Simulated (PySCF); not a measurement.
**Spin states of TlPb⁺**

Unrestricted PBE0; Tl cc-pVDZ-PP with ECP60, Pb cc-pVDZ-PP with ECP60; scalar-relativistic core potentials (PySCF 2.14). Outer shells of the fragments: Tl+ 5d10 6s2; Pb 5d10 6s2 6p2.

Followed along the bond (rough minima from three points):

| 2Ms+1 | unpaired | ⟨S²⟩ at the start | R at minimum (Å) | Te (eV) |
| --- | --- | --- | --- | --- |
| 3 | σ ↑, π ↑ | 2.00 | 3.42 | 0.00 |
| 1 | σ ↑, π ↓ | 1.01 | 3.42 | 0.23 |
| 1 | none | 0.00 | 3.54 | 0.38 |
| 3 | π ↑↑ | 2.00 | 3.08 | 0.62 |
| 1 | π ↑↓ | 1.00 | 3.08 | 0.85 |

Solutions found at the starting distance of 2.925 Å, counted from the lowest of them; the search is not exhaustive and high or unbound solutions are not listed, so other states can lie among these:

```csv
2Ms+1,unpaired,term,E (eV),⟨S²⟩,⟨Lz²⟩,μ (D)
3,"σ ↑, π ↑",³Π,0.00,2.00,1.00,-0.42
1,"σ ↑, π ↓",mixed,0.23,1.01,1.00,-0.34
3,π ↑↑,³Σ⁻,0.37,2.00,0.00,-1.78
1,π ↑↓,mixed,0.61,1.00,2.01,-1.56
1,none,¹Σ⁺,0.73,0.00,0.00,1.38
1,none,mixed,1.19,0.00,2.00,-0.96
3,π ↑↑,mixed,2.70,2.00,2.01,3.37
3,σ ↑↑,³Σ⁺,4.66,2.00,0.00,4.21
3,"σ ↑↑, π ↑↓",mixed,5.79,3.01,2.01,-1.59
3,σ ↑↑,mixed,6.23,2.28,2.00,-0.93
```

A term symbol is given only where ⟨S²⟩ and ⟨Lz²⟩ are close to those of a pure state; real π, δ and φ orbitals otherwise mix terms. A positive dipole points towards Pb; it is taken about the centre of mass and depends on that origin.

Spin–orbit coupling is left out, which matters for elements this heavy, above all for dissociation energies.
